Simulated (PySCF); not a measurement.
SMILES C#C[SiH2][SiH2]c1ccccc1, singlet, GFN2-xTB optimised geometry.

```
20

C     -6.04    -1.15     2.63
C     -4.98    -0.59     2.50
Si    -3.35     0.24     2.26
Si    -2.65     0.00     0.06
C     -0.77    -0.01     0.00
C     -0.05     1.19     0.01
C      1.33     1.20     0.01
C      2.03     0.00     0.00
C      1.34    -1.20     0.00
C     -0.04    -1.20     0.00
H     -6.97    -1.63     2.75
H     -2.44    -0.36     3.24
H     -3.55     1.64     2.66
H     -3.11    -1.25    -0.57
H     -3.11     1.09    -0.81
H     -0.59     2.13     0.01
H      1.86     2.14     0.01
H      3.11     0.01     0.00
H      1.88    -2.13     0.00
H     -0.58    -2.14     0.00
```

Density from CAM-B3LYP/def2-SVP run with PySCF at that geometry.

Minimum of the electron density along straight lines between bonded atoms, close to the bond critical point (lines longer than 1.1 times the sum of covalent radii, or with two minima, are not listed):

```csv
bond,length / Å,ρ at the minimum / e bohr⁻³,∇²ρ there / e bohr⁻⁵,position (fraction from the first atom)
C1–C2,1.203,0.405,-1.14,0.53
C2–Si3,1.851,0.109,0.41,0.61
Si4–C5,1.888,0.113,0.35,0.38
C5–C6,1.391,0.309,-0.78,0.50
C6–C7,1.383,0.316,-0.83,0.50
C7–C8,1.385,0.315,-0.82,0.50
C8–C9,1.385,0.315,-0.82,0.50
C5–C10,1.391,0.309,-0.78,0.50
C9–C10,1.383,0.316,-0.83,0.50
C1–H11,1.053,0.293,…,0.66
Si3–H12,1.472,0.116,0.32,0.49
Si3–H13,1.472,0.116,0.32,0.49
Si4–H14,1.470,0.116,0.33,0.49
Si4–H15,1.471,0.115,0.32,0.49
C6–H16,1.082,0.283,-1.08,0.63
C7–H17,1.081,0.283,-1.09,0.63
C8–H18,1.080,0.284,-1.09,0.63
C9–H19,1.081,0.283,-1.09,0.63
C10–H20,1.082,0.284,-1.09,0.63
```

Question: What belongs in the gaps?

Answer: 
- C1–H11, ∇²ρ there / e bohr⁻⁵: -1.24
